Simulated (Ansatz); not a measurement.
Ge₃Te₃ (the lowest singlet isomer of a short search), 6 atoms. Hardware: 4 threads of Intel Xeon on a shared host.

In the def2 sets Te takes a core potential; there is no spin–orbit coupling. Correlated methods freeze 39 core orbitals; core or outer-core shells of Ge, Te are correlated, in sets that lack core-valence functions.

(1) How many basis functions does each of these Ansatz runs have, and roughly what does it cost? PBE-D4/def2-SVP, charge 0 triplet at the geometry of the charge 0 singlet, energy, from earlier orbitals; LC-ωPBE (ω = 0.20 bohr⁻¹)/def2-SVP, charge -1 doublet at the geometry of the charge 0 singlet, energy, from earlier orbitals; PBE-D4/def2-TZVP, charge 0 singlet, energy, from earlier orbitals; LC-ωPBE (ω = 0.15 bohr⁻¹)/def2-SVP, charge 1 doublet at the geometry of the charge 0 singlet, energy, from earlier orbitals; LC-ωPBE (ω = 0.15 bohr⁻¹)/def2-SVP, charge 0 singlet, energy, from earlier orbitals; r2SCAN-D4/def2-SVP, charge 0 triplet at the geometry of the charge 0 singlet, energy, from earlier orbitals; LC-ωPBE (ω = 0.20 bohr⁻¹)/def2-SVP, charge 1 doublet at the geometry of the charge 0 singlet, energy, from earlier orbitals; PBE0-D4/def2-SVP, charge -1 doublet at the geometry of the charge 0 singlet, energy; PBE-D4/def2-SVP, charge 0 singlet, energy, from earlier orbitals; LC-ωPBE (ω = 0.15 bohr⁻¹)/def2-SVP, charge -1 doublet at the geometry of the charge 0 singlet, energy, from earlier orbitals; MP2/def2-TZVP, charge 0 singlet, energy, from earlier orbitals; PBE0-D4/def2-SVP, charge 0 triplet at the geometry of the charge 0 singlet, energy.

Answers

(1) Other jobs shared the machine, so times can vary by a factor of up to 3. A dash marks memory too small to be measured apart from the calling script's.

```
                                                                                                                         run  functions  fitting or Cholesky vectors  wall time  peak host memory (GiB)
                                                            PBE-D4/def2-SVP, charge 0 singlet, energy, from earlier orbitals        174                         2013        2 s                       –
                                         LC-ωPBE (ω = 0.15 bohr⁻¹)/def2-SVP, charge 0 singlet, energy, from earlier orbitals        174                         2013      2.8 s                       –
                                                           PBE-D4/def2-TZVP, charge 0 singlet, energy, from earlier orbitals        294                         2232      4.2 s                    0.68
LC-ωPBE (ω = 0.15 bohr⁻¹)/def2-SVP, charge -1 doublet at the geometry of the charge 0 singlet, energy, from earlier orbitals        174                         2013       13 s                    0.88
 LC-ωPBE (ω = 0.15 bohr⁻¹)/def2-SVP, charge 1 doublet at the geometry of the charge 0 singlet, energy, from earlier orbitals        174                         2013       13 s                    0.87
                    PBE-D4/def2-SVP, charge 0 triplet at the geometry of the charge 0 singlet, energy, from earlier orbitals        174                         2013       14 s                     0.7
 LC-ωPBE (ω = 0.20 bohr⁻¹)/def2-SVP, charge 1 doublet at the geometry of the charge 0 singlet, energy, from earlier orbitals        174                         2013       14 s                    0.97
LC-ωPBE (ω = 0.20 bohr⁻¹)/def2-SVP, charge -1 doublet at the geometry of the charge 0 singlet, energy, from earlier orbitals        174                         2013       15 s                    0.99
                                                              MP2/def2-TZVP, charge 0 singlet, energy, from earlier orbitals        294                         2401       15 s                     1.5
                                         PBE0-D4/def2-SVP, charge -1 doublet at the geometry of the charge 0 singlet, energy        174                         1947       20 s                     1.6
                                          PBE0-D4/def2-SVP, charge 0 triplet at the geometry of the charge 0 singlet, energy        174                         1947       23 s                     1.6
                 r2SCAN-D4/def2-SVP, charge 0 triplet at the geometry of the charge 0 singlet, energy, from earlier orbitals        174                         2013       33 s                     0.8
```
